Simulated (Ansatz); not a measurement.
The cluster Rh4⁺. The state is a doublet with charge 1. Geometry r2SCAN-D4/def2-SVP.

Cartesian coordinates in Å:
```
Rh 0.595 1.068 0.891
Rh -1.342 0.535 -0.445
Rh -0.132 -1.309 0.705
Rh 0.879 -0.294 -1.151
```

In the def2 sets Rh takes a core potential; there is no spin–orbit coupling. B3LYP takes the VWN-RPA correlation. At r2SCAN-D4/def2-TZVP, B3LYP-D4/def2-TZVP, PBE0-D4/def2-TZVP, CAM-B3LYP-D4/def2-TZVP the charge 1 doublet is spin-contaminated (final ⟨S²⟩ up to 2.33, 0.75 for a pure state). No other spin state of charge 1 was run. The geometry of the doublet was relaxed on an unsound state (⟨S²⟩ 1.64, where a pure state has 0.75). Another isomer (doublet) lies 0.02 eV lower at PBE0-D4/def2-TZVP; other spin states weren't run for this one.

Problem. Estimate the α-spin orbital energies around the gap (eV) in Ansatz with PBE-D4/def2-TZVP, r2SCAN-D4/def2-TZVP, B3LYP-D4/def2-TZVP, PBE0-D4/def2-TZVP, CAM-B3LYP-D4/def2-TZVP.

Solution. 
```csv
orbital,PBE-D4/def2-TZVP,r2SCAN-D4/def2-TZVP,B3LYP-D4/def2-TZVP,PBE0-D4/def2-TZVP,CAM-B3LYP-D4/def2-TZVP
HOMO−9,-11.34,-11.50,-12.30,-12.45,-13.61
HOMO−8,-11.13,-11.16,-11.68,-11.87,-13.16
HOMO−7,-10.20,-10.76,-11.59,-11.80,-13.13
HOMO−6,-10.08,-10.43,-11.47,-11.60,-12.87
HOMO−5,-10.01,-10.36,-11.32,-11.51,-12.80
HOMO−4,-9.98,-10.14,-11.18,-11.36,-12.68
HOMO−3,-9.96,-9.99,-10.99,-11.14,-12.49
HOMO−2,-9.87,-9.99,-10.92,-11.08,-12.40
HOMO−1,-9.85,-9.69,-10.67,-10.82,-12.06
HOMO,-9.83,-9.58,-10.50,-10.65,-11.92
LUMO,-9.14,-9.04,-8.33,-7.96,-6.83
LUMO+1,-9.06,-8.73,-8.05,-7.62,-6.26
LUMO+2,-9.05,-8.56,-7.95,-7.49,-5.96
LUMO+3,-7.44,-7.13,-6.85,-6.49,-5.66
LUMO+4,-7.32,-7.09,-6.76,-6.37,-5.48
LUMO+5,-7.30,-6.87,-6.63,-6.28,-5.45
β HOMO,-9.58,-9.74,-10.67,-10.90,-12.18
β LUMO,-9.43,-9.17,-8.44,-7.94,-6.60
```
